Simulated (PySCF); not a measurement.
SiHClBr2, SMILES Cl[SiH](Br)Br. Atoms are numbered in the order given.

```xyz
5

Si     0.5742     0.4241     0.0000
Cl    -0.2193     2.3128     0.0000
Br    -0.0909    -0.6538    -1.8044
Br    -0.0909    -0.6538     1.8044
H      2.0498     0.5134     0.0000
```

The structure is a stationary point at PBE0-D3(BJ)/def2-SVP.

Method: TDDFT-CAM-B3LYP/def2-SVPD run with PySCF 2.14.0.

Vertical excitations. Gas-phase values at a fixed geometry. State labels are in the subgroup Cs.

```
state  symmetry  energy (eV)  λ (nm)      f                                                                 main pairs
-----  --------  -----------  ------  -----  -------------------------------------------------------------------------
S1           A"         6.47     191  0.011                                                             HOMO→LUMO 92 %
S2           A"         6.73     184  0.013                                                           HOMO−1→LUMO 85 %
S3           A'         6.80     182  0.021                                                           HOMO−2→LUMO 89 %
S4           A'         7.08     175  0.039                                         HOMO−3→LUMO 70 %, HOMO→LUMO+1 16 %
S5           A'         7.55     164  0.002                       HOMO→LUMO+1 42 %, HOMO−4→LUMO 26 %, HOMO−3→LUMO 19 %
S6           A"         7.65     162  0.024                                                           HOMO→LUMO+2 81 %
S7           A"         7.75     160  0.000                                     HOMO−1→LUMO+2 52 %, HOMO−2→LUMO+1 28 %
S8           A'         7.79     159  0.004  HOMO−2→LUMO+2 41 %, HOMO−4→LUMO 22 %, HOMO→LUMO+1 11 %, HOMO−3→LUMO+2 9 %
S9           A'         7.84     158  0.027                     HOMO−1→LUMO+1 53 %, HOMO→LUMO+1 13 %, HOMO−4→LUMO 11 %
S10          A"         7.86     158  0.045                                       HOMO−5→LUMO 64 %, HOMO−2→LUMO+1 11 %
T1           A"         6.00     206      0                                                             HOMO→LUMO 87 %
T2           A"         6.25     198      0                                                           HOMO−1→LUMO 83 %
T3           A'         6.30     197      0                                                           HOMO−2→LUMO 83 %
T4           A'         6.52     190      0                                         HOMO−3→LUMO 70 %, HOMO→LUMO+1 18 %
```
Triplets are in the Tamm–Dancoff approximation, which puts them higher than full response would, so one can lie above its singlet here.
